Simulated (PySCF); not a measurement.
# Ionisation energy of Fe⁸⁺ by level of theory

Fe⁸⁺ [Ar] (1S) → Fe⁹⁺ [Ne] 3s2 3p5 (2P), as a difference of total energies. Calculation: PySCF 2.14, in an uncontracted even-tempered set (18 s from 0.4 bohr⁻², ratio 2.5; 12 p from 0.52 bohr⁻², ratio 2.5; 5 d from 4.4 bohr⁻², ratio 2.7; 4 f from 6.5 bohr⁻², ratio 2.7); no relativity, point nucleus. Correlated levels: outer shells: 1s2 frozen; virtual orbitals above 40 to 60 times the deepest correlated orbital energy dropped. The calculations carry no spin-orbit coupling.

| method | ionisation energy (eV) |
| --- | --- |
| UHF | 232.53 |
| MP2 (outer shells) | 233.40 |
| SCS-MP2 (outer shells) | 233.28 |
| CCSD (outer shells) | 233.25 |
| CCSD(T) (outer shells) | 233.26 |

Problem. How much does correlation contribute at CCSD(T) (outer shells)?

Solution. 233.26 − (232.53) = 0.73 eV, measured against UHF.

A first-order spin-orbit estimate (lowest level to lowest level, LS coupling) adds -0.597 eV.

These non-relativistic numbers lack the scalar-relativistic shift.

For comparison: 233.6 ± 0.4 eV (semi-empirical (NIST evaluation); NIST Atomic Spectra Database, ionization energies).
